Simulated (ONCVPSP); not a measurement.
**Rh (Z = 45), ONCV: configuration errors across variants**

```
Element                 : rhodium (Rh)
Generator               : ONCVPSP 4.0.1
Type                    : optimised norm-conserving Vanderbilt (ONCV)
Functional              : LDA (Perdew-Wang 92)
Relativity              : scalar-relativistic
Frozen core             : [Ar] 3d10
Valence charge          : 17
Reference configuration : 4s2 4p6 4d6 (charge +3)
Partial waves           : 4s: rc 1.65 bohr, ncon 5, nbas 8, qcut 7.8 1/bohr, 2 projectors, debl 0.4 Ha; 4p: rc 1.40 bohr, ncon 4, nbas 7, qcut 9.3 1/bohr, 2 projectors, debl 1.8 Ha; 4d: rc 1.50 bohr, ncon 4, nbas 8, qcut 12.1 1/bohr, 1 projector
Local potential         : polynomial inside 1.15 bohr (lpopt 4, dvloc0 1 Ha)
Core correction         : Teter function, fcfact 5.75, rcfact 1.05
```

In the s channel the program set the typed energies aside and used -4.358, 0.050 Ha. In the p channel the program set the typed energies aside and used -3.167, 0.250 Ha.

All-electron excitation energies from the reference (eV): (1) 4s2 4p6 4d8 5s1 -60.290; (2) 4s2 4p6 4d8 -52.506; (3) 4s2 4p6 4d7 -32.739; (4) 4s2 4p6 4d8 5s0.5 -57.216.

Errors AE − PS in meV (a dash: test not solved or not reliable):

```csv
change,(1),(2),(3),(4),bound ghosts,GHOST(+) flags above zero
base,+16,+16,+7.3,+16,none,none
p: qcut 5.8,+17,+16,+7.6,+17,none,none
p: qcut 6.9,+17,+16,+7.6,+17,none,none
p: qcut 8.9,+16,+16,+7.4,+16,none,none
p: qcut 9.8,+16,+16,+7.3,+16,none,none
p: qcut 10.9,+16,+16,+7.2,+16,none,none
p: qcut 11.8,+16,+15,+7.1,+16,none,none
p: qcut 12.8,+15,+15,+7.0,+15,none,none
p: qcut 13.8,+16,+15,+7.0,+16,none,none
```

**Question.** Give the same row for: p: qcut 7.8.

**Answer.** +17, +16, +7.5, +16; bound ghosts: none; GHOST(+) flags above zero: none.
